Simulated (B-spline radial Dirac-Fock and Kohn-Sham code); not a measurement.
**Subshell photoionisation cross sections of Co⁵⁺ against photon energy**

System: Co⁵⁺ in the configuration [Ar] 3d4.

Method: independent-particle photoionisation in a Dirac-Hartree-Slater potential with a Latter tail, all multipoles, thresholds from Dirac-Fock ΔSCF. Computed with a radial finite-basis atomic code. Values are in kb; a dash marks an energy below the computed threshold. Values for outer subshells far above threshold carry numerical ripple of a few per cent.

```tsv
hν (eV)	1s	2p3/2	3p3/2	3d3/2	3d5/2
1486.9	–	174	19.3	1.15	1.69
1860	–	93.2	10.8	0.520	0.763
2000	–	75.7	8.88	0.401	0.588
2020	–	73.6	8.65	0.387	0.567
6840	–	1.64	0.231	0.00287	0.00414
7800	–	1.06	0.151	0.00162	0.00233
8047.8	27.8	0.954	0.136	0.00141	0.00203
12000	9.84	0.241	0.0354	0.000244	0.000347
22162.9	1.80	0.0268	0.00405	1.61e-05	2.26e-05
22900	1.64	0.0238	0.00360	1.39e-05	1.95e-05
24700	1.32	0.0180	0.00274	9.94e-06	1.39e-05
30000	0.753	0.00880	0.00135	4.11e-06	5.69e-06
40000	0.323	0.00300	0.000465	1.06e-06	1.45e-06
```

At 40000 eV the multipoles beyond E1 give 9.6 % of 1s, 18.6 % of 2p3/2, 18.5 % of 3p3/2, 32.4 % of 3d3/2, 32.7 % of 3d5/2.
